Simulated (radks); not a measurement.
Results of a calculation; reference values are marked as such.
Problem. Ionisation of Ru, [Kr] 4d7 5s1, to Ru+, [Kr] 4d7, under several functionals. Scalar-relativistic Kohn-Sham, spin-polarised, spherical densities, finite nucleus; open shells are filled with parallel spins first (spin-orbit coupling, left out, can overturn this in heavy ions); a radial shooting solver on a logarithmic mesh with Libxc functionals. The NIST Atomic Spectra Database gives 7.361 eV (measured). Rank these functionals by the error of their Delta-SCF ionisation energy: B86b exchange with PBE correlation; BP86; TASK exchange with Perdew-Wang LDA correlation; PW91; HCTH/407; exchange-only B88; XLYP; AM05; exchange-only LDA.

Solution. From best to worst: exchange-only B88 7.358 eV (-0.003); exchange-only LDA 7.343 eV (-0.018); TASK exchange with Perdew-Wang LDA correlation 7.602 eV (+0.242); XLYP 7.724 eV (+0.364); HCTH/407 7.726 eV (+0.365); AM05 7.762 eV (+0.401); B86b exchange with PBE correlation 7.798 eV (+0.438); PW91 7.850 eV (+0.489); BP86 7.933 eV (+0.572). Open shells are spherical and high-spin; term and fine-structure splittings are not resolved.
